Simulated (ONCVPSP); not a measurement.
# Configuration tests for sulfur (S) (ONCV)

ONCVPSP 4.0.1 input, shortened (lines: element, Z, core and valence counts, functional; n l f; lmax; l rc ep ncon nbas qcut; lloc lpopt rc5 dvloc0; l nproj debl; icmod fcfact rcfact), PW91, scalar-relativistic:

```
  S 16.00    3    2  -109134      upf
    1    0    2.00
    2    0    2.00
    2    1    6.00
    3    0    2.00
    3    1    4.00
    1
    0    1.15    0.00    4    9    4.70
    1    1.75    0.00    4    8    5.10
    4    1    1.10    0.00
    0    2    3.60
    1    2    2.10
    3    2.00    1.80
```

Energies are relative to the spin-unpolarised reference configuration 3s2 3p4; without spin polarisation the order of configurations can differ from experiment.

(1) Give the all-electron excitation energy and the error of the potential for: 3s2 3p3; 3s2 3p2; 3s2 3p1; 3s2 3p0.

Answers

(1)

| valence configuration | charge | ΔE all-electron (eV) | error AE − PS (meV) |
| --- | --- | --- | --- |
| 3s2 3p3 | +1 | 11.820 | -1.2 |
| 3s2 3p2 | +2 | 34.166 | -6.6 |
| 3s2 3p1 | +3 | 68.286 | -27 |
| 3s2 3p0 | +4 | 115.187 | -99 |
